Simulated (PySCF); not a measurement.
CH7ClN2Si. Atoms are numbered in the order given.

```xyz
12

N     -2.2283    -1.2344     0.7420
C     -1.5226    -0.3379    -0.1839
Si     0.2223     0.0970     0.3833
N      1.1105    -1.3740     0.5586
Cl     1.0606     1.4443    -1.0022
H     -2.3911    -0.7643     1.6334
H     -1.6379    -2.0388     0.9594
H     -2.1128     0.5820    -0.3332
H     -1.4704    -0.8061    -1.1842
H      0.2455     0.7621     1.7123
H      1.9482    -1.3823     1.1341
H      1.2368    -1.9766    -0.2511
```

Geometry: B3LYP-D3(BJ)/def2-SVP. The structure was generated by enumeration; whether it is a known compound was not checked. Other conformers were not sampled.

All values below come from TDA-PBE/def2-SVPD run with PySCF 2.14.0.

Vertical excitations. Isolated molecule, no solvent.

Task: List the lowest excited states. (The exact figures need the calculation; the answer reports its results.)

Result: 
| state | energy (eV) | λ (nm) | f | main pairs |
|---|---|---|---|---|
| S1 | 4.97 | 250 | 0.001 | HOMO→LUMO 98 % |
| S2 | 5.31 | 234 | 0.031 | HOMO→LUMO+1 93 % |
| S3 | 5.74 | 216 | 0.049 | HOMO→LUMO+2 92 % |
| S4 | 6.05 | 205 | 0.015 | HOMO→LUMO+3 98 % |
| S5 | 6.27 | 198 | 0.045 | HOMO−1→LUMO 95 % |
| S6 | 6.47 | 192 | 0.018 | HOMO→LUMO+4 97 % |
| S7 | 6.70 | 185 | 0.034 | HOMO−1→LUMO+1 80 % |
| S8 | 6.86 | 181 | 0.013 | HOMO−1→LUMO+2 76 %, HOMO→LUMO+5 14 % |
| S9 | 6.92 | 179 | 0.024 | HOMO→LUMO+5 81 % |
| S10 | 7.00 | 177 | 0.026 | HOMO→LUMO+7 56 %, HOMO→LUMO+6 38 % |
| T1 | 4.85 | 255 | 0 | HOMO→LUMO 93 % |
| T2 | 5.00 | 248 | 0 | HOMO→LUMO+1 92 % |
| T3 | 5.49 | 226 | 0 | HOMO→LUMO+2 99 % |
| T4 | 5.94 | 209 | 0 | HOMO→LUMO+3 80 %, HOMO−1→LUMO 18 % |
Triplets are in the Tamm–Dancoff approximation.
